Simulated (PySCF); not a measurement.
Numbering as in the mapped SMILES `[CH3:1][C:2](=[O:3])[n:4]1[c:5]([F:6])[cH:7][n:8][c:9]1[Cl:10]`. Hydrogens are named by the atom that carries them.

Geometry: GFN2-xTB; GIAO absolute shieldings from PySCF 2.14.0 with density-fitted response routines, gas phase, non-relativistic, averaged over equivalent atoms.

At PBE0/STO-3G (58 basis functions, 6.8 s wall time on 1 thread of an Intel Xeon 6975P-C, shared host):
```
atoms  σ (ppm)
   C5    115.4
   C2    127.4
   C9    133.5
   C7    139.5
   C1    211.4
   O3   -128.5
   N8     78.7
   N4    173.0
   F6    349.9
 Cl10    958.3
H(C7)    26.70
H(C1)    30.47
```

What do these become at PBE0/pcSseg-1?

## Answers


```
atoms  σ at PBE0/pcSseg-1  change
   C5                32.2   -83.2
   C2                17.6  -109.8
   C9                50.9   -82.6
   C7                73.1   -66.4
   C1               159.7   -51.7
   O3              -195.7   -67.2
   N8               -31.3  -110.0
   N4                47.8  -125.2
   F6               319.0   -30.9
 Cl10               700.6  -257.7
H(C7)               25.06   -1.64
H(C1)               29.16   -1.31
```

The largest change is at Cl10 (chlorine bonded to C). Cost: 197 basis functions, 22 s wall time on 1 thread of an Intel Xeon 6975P-C, shared host. The order of the carbon signals changes between the two levels.

Carbons that carry Cl, above all several Cl atoms, come out too deshielded, partly because spin–orbit coupling is missing.
